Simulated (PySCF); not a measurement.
C4H11As, triplet, at the geometry of the source list (a higher spin typed on purpose: for a closed-shell molecule this is an excited state); R2SCAN/6-31G run with PySCF.

Here is a job for PySCF.
```python
from pyscf import gto, scf, dft

mol = gto.Mole()
mol.atom = '''
    C    -0.08740000    1.16880000    0.76160000
    C     0.00820000   -0.09490000   -0.08360000
    C    -0.10500000   -1.32450000    0.81330000
    C    -1.10940000   -0.10710000   -1.12230000
    As    1.77300000   -0.19690000   -1.06620000
    H    -1.03760000    1.20090000    1.29690000
    H    -0.02260000    2.05890000    0.13380000
    H     0.71770000    1.20280000    1.49660000
    H    -0.02570000   -2.24060000    0.22260000
    H    -1.05540000   -1.33510000    1.34390000
    H     0.69840000   -1.32720000    1.55240000
    H    -1.06060000   -1.01630000   -1.72710000
    H    -1.01950000    0.75420000   -1.78950000
    H    -2.08880000   -0.06700000   -0.64170000
    H     1.81890000    1.27520000   -1.36110000
    H     2.59580000    0.04890000    0.17040000
'''
mol.basis = '6-31g'
mol.spin = 2
mol.verbose = 5
mol.build()

mf = dft.UKS(mol)
mf.xc = 'r2scan'
mf.grids.prune = dft.gen_grid.sg1_prune
mf.kernel()
mf.analyze()
```

It wrote (shortened):

```
PySCF version 2.14.0

[INPUT] verbose = 5
[INPUT] max_memory = 4000
[INPUT] num. atoms = 16
[INPUT] num. electrons = 68
[INPUT] charge = 0
[INPUT] spin (= nelec alpha-beta = 2S) = 2
[INPUT] symmetry False subgroup None
[INPUT] Mole.unit = angstrom
[INPUT] Symbol           X                Y                Z      unit          X                Y                Z       unit  Magmom
[INPUT]  1 C     -0.087400000000   1.168800000000   0.761600000000 AA   -0.165162063287   2.208711894392   1.439215416469 Bohr   0.0
[INPUT]  2 C      0.008200000000  -0.094900000000  -0.083600000000 AA    0.015495754221  -0.179335009221  -0.157981104014 Bohr   0.0
[INPUT]  3 C     -0.105000000000  -1.324500000000   0.813300000000 AA   -0.198421243079  -2.502942251986   1.536914257109 Bohr   0.0
[INPUT]  4 C     -1.109400000000  -0.107100000000  -1.122300000000 AA   -2.096462162592  -0.202389667941  -2.120839629599 Bohr   0.0
[INPUT]  5 As     1.773000000000  -0.196900000000  -1.066200000000 AA    3.350484418854  -0.372087073927  -2.014825994011 Bohr   0.0
[INPUT]  6 H     -1.037600000000   1.200900000000   1.296900000000 AA   -1.960779826849   2.269372102990   2.450785810948 Bohr   0.0
[INPUT]  7 H     -0.022600000000   2.058900000000   0.133800000000 AA   -0.042707810415   3.890757117867   0.252845355467 Bohr   0.0
[INPUT]  8 H      0.717700000000   1.202800000000   1.496600000000 AA    1.356256439600   2.272962582627   2.828164118024 Bohr   0.0
[INPUT]  9 H     -0.025700000000  -2.240600000000   0.222600000000 AA   -0.048565961401  -4.234120354700   0.420653035328 Bohr   0.0
[INPUT] 10 H     -1.055400000000  -1.335100000000   1.343900000000 AA   -1.994416951866  -2.522973348907   2.539602938803 Bohr   0.0
[INPUT] 11 H      0.698400000000  -1.327200000000   1.552400000000 AA    1.319784725396  -2.508044512523   2.933610835775 Bohr   0.0
[INPUT] 12 H     -1.060600000000  -1.016300000000  -1.727100000000 AA   -2.004243527714  -1.920528660395  -3.263745989736 Bohr   0.0
[INPUT] 13 H     -1.019500000000   0.754200000000  -1.789500000000 AA   -1.926575783994   1.425231443147  -3.381664899909 Bohr   0.0
[INPUT] 14 H     -2.088800000000  -0.067000000000  -0.641700000000 AA   -3.947259928992  -0.126611650346  -1.212637254133 Bohr   0.0
[INPUT] 15 H      1.818900000000   1.275200000000  -1.361100000000 AA    3.437222847971   2.409778754045  -2.572106228146 Bohr   0.0
[INPUT] 16 H      2.595800000000   0.048900000000   0.170400000000 AA    4.905351074146   0.092407607491   0.322009331626 Bohr   0.0
[INPUT] ---------------- BASIS SET ----------------
[INPUT] l, kappa, [nprim/nctr], expnt,             c_1 c_2 ...
[INPUT] H
[INPUT] 0    0    [3    /1   ]  18.731137         0.0334946
                                2.8253937         0.23472695
                                0.6401217         0.81375733
[INPUT] 0    0    [1    /1   ]  0.1612778            1
[INPUT] C
[INPUT] 0    0    [6    /1   ]  3047.5249         0.0018347
                                457.36951         0.0140373
                                103.94869         0.0688426
                                29.210155         0.2321844
                                9.286663          0.4679413
                                3.163927          0.362312
[INPUT] 0    0    [3    /1   ]  7.8682724         -0.1193324
                                1.8812885         -0.1608542
                                0.5442493         1.1434564
[INPUT] 0    0    [1    /1   ]  0.1687144            1
[INPUT] 1    0    [3    /1   ]  7.8682724         0.0689991
                                1.8812885         0.316424
                                0.5442493         0.7443083
[INPUT] 1    0    [1    /1   ]  0.1687144            1
[INPUT] As
[INPUT] 0    0    [6    /1   ]  100595.5          0.00172675
                                15104.82          0.01323462
                                3440.884          0.06535848
                                970.3961          0.2278042
                                311.2852          0.4774525
                                106.6284          0.3567619
[INPUT] 0    0    [6    /1   ]  2166.679          0.002271761
                                516.5414          0.03033475
                                167.8674          0.1259057
                                63.64638          -0.006687172
                                26.13673          -0.6065306
                                10.85439          -0.4823144
[INPUT] 0    0    [6    /1   ]  95.06989          -0.005587423
                                33.18087          0.05632506
                                14.06773          0.2625835
                                6.153288          -0.1718349
                                2.721712          -0.7175645
                                1.185334          -0.3184598
[INPUT] 0    0    [3    /1   ]  1.615315          0.2645372
                                0.55133           -0.1952737
                                0.222762          -0.95954
[INPUT] 0    0    [1    /1   ]  0.082923             1
[INPUT] 1    0    [6    /1   ]  2166.679          0.003832156
                                516.5414          0.03023558
                                167.8674          0.1328632
                                63.64638          0.3447648
                                26.13673          0.4640368
                                10.85439          0.2064824
[INPUT] 1    0    [6    /1   ]  95.06989          -0.006816583
                                33.18087          -0.02970303
                                14.06773          0.04704335
                                6.153288          0.3645042
                                2.721712          0.4945157
                                1.185334          0.214983
[INPUT] 1    0    [3    /1   ]  1.615315          -0.02574061
                                0.55133           0.3072764
                                0.222762          0.7537368
[INPUT] 1    0    [1    /1   ]  0.082923             1
[INPUT] 2    0    [3    /1   ]  50.30227          0.08144711
                                13.84166          0.3792908
                                4.393458          0.7040401
[INPUT] 2    0    [1    /1   ]  1.310755             1

nuclear repulsion = 368.309167016023
number of shells = 53
number of NR pGTOs = 222
number of NR cGTOs = 85
basis = 6-31g
ecp = {}

******** <class 'pyscf.dft.uks.UKS'> ********
method = UKS
initial guess = minao
damping factor = 0
level_shift factor = 0
DIIS = <class 'pyscf.scf.diis.CDIIS'>
diis_start_cycle = 1
diis_space = 8
diis_damp = 0
SCF conv_tol = 1e-09
SCF conv_tol_grad = None
SCF max_cycles = 50
direct_scf = True
direct_scf_tol = 1e-13
number electrons alpha = 35  beta = 33
XC library pyscf.dft.libxc version 7.1.2
    S. Lehtola, C. Steigemann, M. J. T. Oliveira, and M. A. L. Marques,  SoftwareX 7, 1–5 (2018)
XC functionals = r2scan
    J. W. Furness, A. D. Kaplan, J. Ning, J. P. Perdew, and J. Sun,  J. Phys. Chem. Lett. 11, 8208–8215 (2020)
    J. W. Furness, A. D. Kaplan, J. Ning, J. P. Perdew, and J. Sun,  J. Phys. Chem. Lett. 11, 9248–9248 (2020)
    J. W. Furness, A. D. Kaplan, J. Ning, J. P. Perdew, and J. Sun,  J. Phys. Chem. Lett. 11, 8208–8215 (2020)
    J. W. Furness, A. D. Kaplan, J. Ning, J. P. Perdew, and J. Sun,  J. Phys. Chem. Lett. 11, 9248–9248 (2020)
radial grids:
    Treutler-Ahlrichs [JCP 102, 346 (1995); DOI:10.1063/1.469408] (M4) radial grids

becke partition: Becke, JCP 88, 2547 (1988); DOI:10.1063/1.454033
pruning grids: <function sg1_prune>
grids dens level: 3
symmetrized grids: False
atomic radii adjust function: <function treutler_atomic_radii_adjust>
small_rho_cutoff = 0
Set gradient conv threshold to 3.16228e-05
atom C rad-grids = 75, ang-grids = [  6   6   6   6   6   6   6   6   6   6   6   6   6   6   6   6   6   6
   6   6   6   6  38  38  38  38  38  38  38  38  38  86  86  86  86  86
  86  86 194 194 194 194 194 194 194 194 194 194 194 194 194 194 194 194
 194 194 194  86  86  86  86  86  86  86  86  86  86  86  86  86  86  86
  86  86  86]
Traceback (most recent call last):
  File "input.py", line 30, in <module>
  File "<string>", line 2, in kernel
  File "site-packages/pyscf/scf/hf.py", line 2099, in scf
  File "site-packages/pyscf/scf/hf.py", line 132, in kernel
  File "site-packages/pyscf/dft/uks.py", line 42, in get_veff
  File "site-packages/pyscf/dft/uks.py", line 192, in initialize_grids
  File "site-packages/pyscf/dft/rks.py", line 506, in initialize_grids
  File "site-packages/pyscf/dft/gen_grid.py", line 653, in build
  File "<string>", line 6, in gen_atomic_grids
  File "site-packages/pyscf/dft/gen_grid.py", line 318, in gen_atomic_grids
  File "site-packages/pyscf/dft/gen_grid.py", line 81, in sg1_prune
IndexError: index 33 is out of bounds for axis 0 with size 19
```

The program refused the input.
